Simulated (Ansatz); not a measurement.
`C=C(Cl)SC` and `C=[C](Cl)[AlH][SiH3]` differ in one atom or group.

Ansatz, PBE0-D4/def2-TZVP geometries, multiplicity 1. Each molecule was computed in one conformer, which needn't be the lowest.

```csv
property,`C=C(Cl)SC`
LUMO energy (PBE/def2-TZVPP) / eV,-1.53
HOMO–LUMO gap (B3LYP/def2-TZVPP) / eV,5.66
HOMO energy (PBE/def2-TZVPP) / eV,-5.55
HOMO energy (PBE0/def2-TZVPP) / eV,-6.68
LUMO energy (ωB97M-V/def2-TZVPP) / eV,1.50
HOMO–LUMO gap (PBE0/def2-TZVPP) / eV,6.09
```

Give the same properties after the change, and the shifts. (Estimate.)

The calculation gave: 
```csv
property,`C=[C](Cl)[AlH][SiH3]`,shift
LUMO energy (PBE/def2-TZVPP) / eV,-2.99,-1.46
HOMO–LUMO gap (B3LYP/def2-TZVPP) / eV,4.99,-0.67
HOMO energy (PBE/def2-TZVPP) / eV,-6.45,-0.90
HOMO energy (PBE0/def2-TZVPP) / eV,-7.59,-0.91
LUMO energy (ωB97M-V/def2-TZVPP) / eV,-0.52,-2.02
HOMO–LUMO gap (PBE0/def2-TZVPP) / eV,5.38,-0.71
```

With PBE0 the HOMO falls by 0.91 eV and the LUMO falls by 1.64 eV, so the gap narrows by about 0.73 eV. PBE moves the HOMO by -0.90 eV and ωB97M-V by -0.80 eV.

Positive LUMOs are unbound, so they and the gaps depend on the basis.

B3LYP here is the variant with VWN-RPA as its local correlation; programs differ in this.
